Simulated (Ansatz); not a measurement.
Program: Ansatz. Geometries: PBE0-D4/def2-TZVP. ΔE: electronic, gas phase. CBS: MP2 limit from def2 TZ/QZ plus the TZ coupled-cluster correction, frozen cores. Functionals use def2-TZVPP. B3LYP here is the variant with VWN-RPA as its local correlation; programs differ in this. Each species was taken in one conformer, which may not be the lowest.

Consider the isomerisation: `B/C=C(\F)[SiH3]` → `C=C(F)B[SiH3]`.

```json
{"level": "PBE0-D4", "ΔE (kcal/mol)": "1.0"}
{"level": "B3LYP-D4", "ΔE (kcal/mol)": "2.3"}
{"level": "B2PLYP", "ΔE (kcal/mol)": "2.8"}
{"level": "PBE", "ΔE (kcal/mol)": "0.5"}
{"level": "PBE0", "ΔE (kcal/mol)": "0.9"}
{"level": "SCS-MP2/def2-TZVPP", "ΔE (kcal/mol)": "3.7"}
{"level": "CCSD/def2-TZVPP", "ΔE (kcal/mol)": "1.9"}
{"level": "HF/CBS(def2)", "ΔE (kcal/mol)": "3.7"}
```

Problem. What does CCSD(T)/CBS give? (Best estimate.)

Solution. Ansatz gave: +2.1 kcal/mol. The listed levels differ from it by -1.1, 0.2, 0.7, -1.6, -1.2, 1.6, -0.2, 1.6 kcal/mol.

Largest T1 diagnostic among the species: 0.013.
